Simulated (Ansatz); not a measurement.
Molecule: SnH$_{5}$, charge -1, multiplicity 1. SMILES: [SnH5-]
Geometry: optimised at B3LYP-D3(BJ)/def2-TZVP (Ansatz, a program for electronic structure).

Parts of the frozen-core correlation energy in def2-SVP (Ansatz, hartree). Frozen orbitals: 9; correlated occupied orbitals by spin: 5 and 5; virtual: 37 and 37. No spin-orbit coupling. Past Kr the def2 sets carry scalar-relativistic core potentials.

```tsv
term	value
reference (HF)	-216.14936
MP2 opposite-spin	…
MP2 same-spin	-0.01140
CCSD correlation	…
(T)	…
CCSDT minus CCSD(T)	-0.00076
T1 diagnostic	0.011
largest doubles amplitude	0.049
```

Task: Complete the blanks.

Result: 
- MP2 opposite-spin, value: -0.11747
- CCSD correlation, value: -0.16472
- (T), value: -0.00281
